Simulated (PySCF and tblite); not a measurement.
Values are calculated unless marked as measured or tabulated.
System: C₃H₈O₂Si, numbered as in [CH3:1][CH2:2][C:3](=[O:4])[O:5][SiH3:6].

For the rotation about the C3–O5 bond (torsion C2–C3–O5–Si6 from 180° to 360°, rising): electronic barrier 8.46 kcal/mol, zero-point change -0.23 kcal/mol, thermal and entropy terms at 298.15 K a further 0.46 kcal/mol (symmetry numbers apart). The minimum is Cs, the saddle C1. Level: PBE0/pcSseg-1 + D3(BJ) on PBE0-D3(BJ)/def2-SVP stationary points, with GFN2-xTB thermal terms. Rate constants are transition-state-theory values, counting equivalent paths, without tunnelling. (PySCF 2.14 with density fitting, tblite 0.8.)

(1) How many equivalent paths lead out of the minimum?

(2) Work out the rate at 298.15 K.

## Answers

(1) 2: the symmetry number of the minimum is 1, that of the saddle displaced along its mode 1, and the displaced saddle is chiral while the minimum is not, which doubles the count.

(2) ΔG‡ = 8.69 kcal/mol; k_B T/h = 6.2×10¹² s⁻¹; exp(−ΔG‡/RT) = 4.3×10⁻⁷; times 2 gives k = 5.3×10⁶ s⁻¹. Wigner's tunnelling factor for the 57i cm⁻¹ mode would be 1.00.
